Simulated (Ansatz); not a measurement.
F$_{2}$H$_{2}$MoO$_{3}$, SMILES `[O]=[Mo]([OH])([OH])([F])[F]` at its PBE0-D4/def2-TZVP geometry, where that method's forces vanish. Charge 0, multiplicity 1. Mo: def2 effective core potential.

```xyz
8

O     0.5136    1.5924   -0.9971
Mo   -0.2701    0.3889   -0.1860
O     0.0761   -1.2540   -1.0154
O     1.0285    0.0189    1.1084
F    -1.2911    1.0352    1.2337
F    -1.9101    0.2825   -1.0233
H     0.9749   -1.5961   -1.0443
H     0.8780   -0.4678    1.9239
```

Question: What forces (eV/Å) does r2SCAN-D4/def2-TZVPP give on these atoms in Ansatz 0.2.0? (An estimate is asked.)

Answer: Ansatz gave: 
```
O1   0.423  0.662 -0.435
Mo2 -0.403 -0.365  0.295
O3   0.011 -0.298 -0.168
O4   0.275 -0.036  0.212
F5  -0.122  0.083  0.161
F6  -0.202 -0.017 -0.104
H7   0.036 -0.004  0.009
H8  -0.019 -0.026  0.031
```
